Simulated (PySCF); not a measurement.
Computed IR spectrum (relative IR intensity) of a molecule Cl₂H₄OSi₂. Geometry: B3LYP-D3(BJ)/def2-SVP. The values are those of a single conformer. Computed with B3LYP-D3(BJ)/def2-SVP (PySCF). Frequencies are harmonic and unscaled.

Lines under 2 % of the strongest are left out, and lines within 2 cm⁻¹ are merged.

ν (cm⁻¹): 246 (vw), 528 (w), 542 (w), 640 (w), 654 (w), 735 (vw), 739 (w), 890 (vs), 942 (s), 969 (s), 1094 (s), 2272 (m), 2284 (s) (against the strongest line: vs over 80 %, s over 45 %, m over 15 %, w over 4 %, vw less)

### Question
Pick the molecule that these values belong to.
A) O[Si]([SiH3])(Cl)Cl
B) O[Si@@H](Cl)[SiH2]Cl
C) [SiH3]O[SiH](Cl)Cl
D) Cl[SiH2]O[SiH2]Cl

### Answer
D, Cl[SiH2]O[SiH2]Cl
